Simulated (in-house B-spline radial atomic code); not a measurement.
Values are calculated unless marked as measured or tabulated.
## What the choice of pseudopotential does to G0W0 on PBE: Sr

All numbers come from a B-spline radial code for spherical atoms, non-relativistic (model numbers for so heavy an element), configuration [Kr] 5s2, open shells at high spin. Semilocal Troullier-Martins pseudo-atoms, one channel per l, are made with PBE or LDA for several valence sets and radii, with or without a model core, and set against the all-electron atom. One channel fits only the lowest state of its l, so a second state of that l is approximate. All electrons give 5s: PBE -3.479 eV, G0W0 -5.663 eV. Potentials are made in the ion's own configuration unless the neutral atom is named, and a smooth local potential serves every l without a channel. Potentials that miss their own reference levels by more than 6 millihartree, or need radii over 3.5 bohr, are left out. Columns give pseudo minus all-electron, in eV; a dash marks a level in the core or of low weight.

| valence | made with | radii (bohr) | model core (bohr) | 5s PBE | 5s G0W0 |
| --- | --- | --- | --- | --- | --- |
| 4p 5s | PBE | s 3.39 p 1.20 d 1.84 | none | 0.00 | -0.20 |
| 4p 5s | PBE | s 3.40 p 1.33 d 2.04 | none | 0.00 | -0.20 |
| 4p 5s | PBE | s 3.40 p 1.53 d 2.35 | none | 0.00 | -0.20 |
| 4p 5s | PBE | s 3.40 p 1.73 d 2.65 | none | 0.00 | -0.19 |
| 4p 5s | PBE | s 3.39 p 1.20 d 1.84 | 0.98 | 0.00 | -0.20 |
| 4s 4p 5s | PBE | s 1.10 p 1.20 d 1.84 | none | -0.03 | -0.05 |
| 4s 4p 5s | PBE | s 1.41 p 1.53 d 2.35 | none | -0.03 | -0.04 |
| 4s 4p 5s | PBE | s 0.98 p 1.06 d 1.63 | 0.89 | -0.07 | -0.10 |
| 4s 4p 5s | PBE | s 1.10 p 1.20 d 1.84 | 0.89 | -0.03 | -0.05 |
| 4s 4p 5s | PBE | s 1.23 p 1.33 d 2.04 | 0.89 | -0.02 | -0.03 |
| 4s 4p 5s | PBE | s 1.41 p 1.53 d 2.35 | 0.89 | -0.03 | -0.04 |
| 3d 4s 4p 5s | PBE | s 1.41 p 1.53 d 1.30 | none | -0.03 | -0.07 |
| 3d 4s 4p 5s | PBE | s 1.60 p 1.73 d 1.47 | none | -0.07 | -0.12 |
| 3d 4s 4p 5s | PBE | s 1.41 p 1.53 d 1.30 | 0.23 | -0.03 | -0.07 |

Task: How does the G0W0 shift of 5s, which all sets hold, depend on the valence set?

Result: Mean size: 4s 4p 5s: 0.05 eV; 3d 4s 4p 5s: 0.09 eV; 4p 5s: 0.20 eV. A larger valence set can do worse when it takes only part of a shell, whose exchange with the frozen rest is then left to the functional. The means mix radii and the functional used in making the potentials.
